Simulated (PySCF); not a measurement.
From one molecule to another.

First species: 1,4-benzodioxane, C₈H₈O₂.
Numbering: `[cH:1]1[cH:2][cH:3][c:4]2[c:5]([cH:6]1)[O:7][CH2:8][CH2:9][O:10]2` (hydrogens: H11 on C1; H12 on C2; H13 on C3; H14 on C6; H15, H16 on C8; H17, H18 on C9)

Second species: C₄H₈OSe.
Atom-mapped SMILES: `[CH2:1]1[CH2:2][Se:3][CH2:4][CH2:5][O:6]1` (hydrogens: H7, H8 on C1; H9, H10 on C2; H11, H12 on C4; H13, H14 on C5)

Levels: PBE0/def2-SVPD for dipole moment, HOMO energy, LUMO energy, HOMO–LUMO gap, static isotropic polarisability and electronic spatial extent ⟨r²⟩ about the centre of nuclear charge; TDDFT PBE0/def2-SVPD for lowest singlet excitation; TDA PBE0/def2-SVPD for lowest triplet excitation (Tamm–Dancoff); ΔSCF PBE0/def2-SVPD for vertical ionisation energy; PBE0-D3(BJ)/def2-SVP for rotational constant A and rotational constant C. Geometries: PBE0-D3(BJ)/def2-SVP. Each structure is a single optimised conformer of the isolated species, non-relativistic unless stated; the electronic structure was computed with PySCF and density fitting.

Values for the first species:

```
Dipole moment                                                     : 1.64 D
HOMO energy                                                       : -6.22 eV
LUMO energy                                                       : -0.15 eV
HOMO–LUMO gap                                                     : 6.07 eV
Lowest singlet excitation                                         : 4.99 eV
Lowest triplet excitation (Tamm–Dancoff)                          : 3.92 eV
Static isotropic polarisability                                   : 97.8 au
Vertical ionisation energy                                        : 7.99 eV
Electronic spatial extent ⟨r²⟩ about the centre of nuclear charge : 1287 bohr²
Rotational constant A                                             : 2.947 GHz
Rotational constant C                                             : 0.895 GHz
```

Problem. Estimate the same properties for the second species, and the change in each.

Solution. 
| property | first | second | second less first |
| --- | --- | --- | --- |
| dipole moment | 1.64 D | 1.62 D | -0.02 D |
| HOMO energy | -6.22 eV | -6.09 eV | +0.13 eV |
| LUMO energy | -0.15 eV | 0.03 eV | +0.18 eV |
| HOMO–LUMO gap | 6.07 eV | 6.12 eV | +0.05 eV |
| lowest singlet excitation | 4.99 eV | 4.58 eV | -0.41 eV |
| lowest triplet excitation (Tamm–Dancoff) | 3.92 eV | 4.12 eV | +0.20 eV |
| static isotropic polarisability | 97.8 au | 78.0 au | -19.8 au |
| vertical ionisation energy | 7.99 eV | 8.19 eV | +0.20 eV |
| electronic spatial extent ⟨r²⟩ about the centre of nuclear charge | 1287 bohr² | 805 bohr² | -482 bohr² |
| rotational constant A | 2.947 GHz | 4.008 GHz | +1.061 GHz |
| rotational constant C | 0.895 GHz | 1.505 GHz | +0.610 GHz |

On the first: S1 lies 1.08 eV below the HOMO–LUMO gap; its leading configuration is HOMO→LUMO, weight 0.79. The 10 singlets span 4.99 to 6.94 eV, and their oscillator strengths add up to 0.98.

On the second: The dipole matches unit charges of opposite sign 0.34 Å apart (1 e·Å = 4.8032 D). The principal polarisabilities are 66.6, 82.7 and 84.8 au; their mean is the isotropic value. Relativistic effects, spin–orbit coupling among them, are left out although an element past zinc is present.
